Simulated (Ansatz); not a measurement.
**Which method gave which barrier?**

Saddle point of Si₂NH₁₀F, singlet (Si₂H₆ ([SiH3][SiH3]) + NH₃ + HF → Si₂NH₇ ([NH2][SiH2][SiH3]) + HF + H₂; bonds formed: Si1–N7, H2–H8, H6–F9; bonds broken: Si1–H2, H6–N7, H8–F9), PBE0-D4/def2-TZVP structure:

Si1  (-0.866, -0.169, -0.261)
H2  (0.864, -1.011, -0.182)
H3  (-1.355, -1.556, -0.427)
H4  (-2.155, 0.627, -0.153)
Si5  (0.399, 0.870, -1.916)
H6  (0.251, -0.573, 1.893)
N7  (-0.426, 0.192, 1.539)
H8  (1.122, -1.384, 0.685)
F9  (1.246, -1.627, 1.836)
H10  (1.058, -0.168, -2.746)
H11  (-0.367, 1.806, -2.786)
H12  (1.445, 1.657, -1.202)
H13  (0.051, 1.087, 1.615)
H14  (-1.267, 0.247, 2.105)
(Å)

Program: Ansatz 0.2.0. Basis: def2-TZVPP, with def2-QZVPP for the basis limit. Cores are frozen in the correlated methods. Extrapolation: Hartree–Fock as exp(−7.88 √X), correlation as X^−2.97. Four methods, as single points on the PBE0-D4 structures, gave these electronic barriers from the start structure: 72.0, 122.2, 159.3, 225.2 kJ/mol.

Problem. The methods were, in alphabetical order, BHLYP-D4, HF, r2SCAN-D4, SPW92. Which gave which? (A judgement: the text doesn't fix the answer.)

Solution. Computed: SPW92 72.0; r2SCAN-D4 122.2; BHLYP-D4 159.3; HF 225.2 kJ/mol. For comparison, CCSD(T) at an estimated basis limit (MP2 extrapolated from triple and quadruple zeta, plus CCSD(T) − MP2 in triple zeta) gives 152.2 kJ/mol.

T1 diagnostic: at most 0.013.

Labels in which every atom is bracketed show which atoms are joined, not bond orders.

For scale, one of the runs: CCSD(T)/def2-TZVPP, 286 basis functions, launched by `ansatz run in.yaml --threads 8 --pin off --events-out ev --progress --plain --max-ram 19148MiB`. Hardware: 8 CPU threads of an Arm Neoverse V1, shared host. Wall time 2.4 min; peak host memory 8.4 GiB.
